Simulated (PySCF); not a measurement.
H2OSi.

```xyz
4

Si     0.0000     0.0000     0.4357
O      0.0000     0.0000    -1.0792
H      0.0000    -1.2263     1.2671
H      0.0000     1.2263     1.2671
```
Charge 0, spin multiplicity 1.

Coordinates come from a ωB97X-D3(BJ)/def2-TZVP optimisation.

These are HF/pcSseg-2 in PySCF values and carry that method's errors. Non-relativistic, no solvent.

Question: Give the absolute GIAO shielding of each atom: isotropic value and principal components (ppm). (Estimate from the structure and the level; the computed values follow.)

Answer: 
| atom | σ(iso) | σ11 | σ22 | σ33 | span |
|---|---|---|---|---|---|
| Si1 | 303.5 | 97.4 | 354.3 | 458.7 | 361.3 |
| O2 | -46.6 | -360.5 | -116.0 | 336.6 | 697.1 |
| H3 | 26.2 | 23.2 | 24.0 | 31.2 | 8.0 |
| H4 | 26.2 | 23.2 | 24.0 | 31.2 | 8.0 |
